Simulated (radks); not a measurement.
Results of a calculation; reference values are marked as such.
The nuclear charge of the sulfur ion S+ is varied continuously with 15 electrons held in [Ne] 3s2 3p3. Code: a radial shooting solver on a logarithmic mesh with Libxc functionals. Model: scalar-relativistic Kohn-Sham, BLYP, spin-unpolarised, spherical densities, point nucleus. By the Hellmann-Feynman theorem dE/dZ = E(electron-nucleus)/Z, the electronic potential at the nucleus. The scalar-relativistic energy here is not variational (the density holds large components alone), so the two differ by a part that grows with Z.

Z     E (hartree)  E(electron-nucleus)/Z (hartree)  HOMO  e(HOMO) (eV)  <r> HOMO (bohr)
15.5   -369.85660                         -56.7142    3p       -10.523            2.106
15.6   -375.55281                         -57.1806    3p       -11.673            2.060
15.7   -381.29569                         -57.6469    3p       -12.861            2.017
15.8   -387.08523                         -58.1130    3p       -14.085            1.976
15.9   -392.92140                         -58.5789    3p       -15.346            1.937
16     -398.80421                         -59.0448    3p       -16.644            1.900
16.1   -404.73363                         -59.5105    3p       -17.976            1.864
16.2   -410.70967                         -59.9762    3p       -19.345            1.831
16.3   -416.73230                         -60.4418    3p       -20.748            1.798
16.4   -422.80154                         -60.9073    3p       -22.187            1.767
16.5   -428.91736                         -61.3728    3p       -23.660            1.737
16.6   -435.07978                         -61.8382    3p       -25.168            1.709
16.7   -441.28877                         -62.3035    3p       -26.709            1.681
16.8   -447.54434                         -62.7689    3p       -28.285            1.655
16.9   -453.84650                         -63.2342    3p       -29.895            1.629
17     -460.19522                         -63.6995    3p       -31.539            1.604

The central difference of E at Z = 16 is -59.061 hartree, to compare with the third column; the second derivative is -4.66 hartree.
